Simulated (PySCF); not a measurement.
C3H7BO2, SMILES CB1OCCO1. Coordinates come from a PBE0-D3(BJ)/def2-SVP optimisation. The values are those of a single conformer.

Question: Give the equilibrium geometry at PBE0-D3(BJ)/def2-SVP (PySCF confirms it by a frequency run) as bond lengths and angles. (Estimate from the structure and the level; the computed values follow.)

Answer: Several could match; the one computed here: 
Atoms: C1 B2 O3 C4 C5 O6 H7 H8 H9 H10 H11 H12 H13. Bond lengths (Å): C1–B2 1.561, C1–H7 1.099, C1–H8 1.100, C1–H9 1.103, B2–O3 1.370, B2–O6 1.369, O3–C4 1.416, C4–C5 1.543, C4–H10 1.101, C4–H11 1.103, C5–O6 1.416, C5–H12 1.101, C5–H13 1.103. Angles (°): B2–C1–H7 111.9, B2–C1–H8 111.4, B2–C1–H9 109.4, H7–C1–H8 109.4, H7–C1–H9 107.5, H8–C1–H9 107.0, C1–B2–O3 123.7, C1–B2–O6 123.9, O3–B2–O6 112.4, B2–O3–C4 108.6, O3–C4–C5 104.9, O3–C4–H10 109.8, O3–C4–H11 109.4, C5–C4–H10 112.7, C5–C4–H11 112.3, H10–C4–H11 107.8, C4–C5–O6 104.9, C4–C5–H12 112.7, C4–C5–H13 112.4, O6–C5–H12 109.8, O6–C5–H13 109.3, H12–C5–H13 107.8, B2–O6–C5 108.6.
Charge 0, spin multiplicity 1.
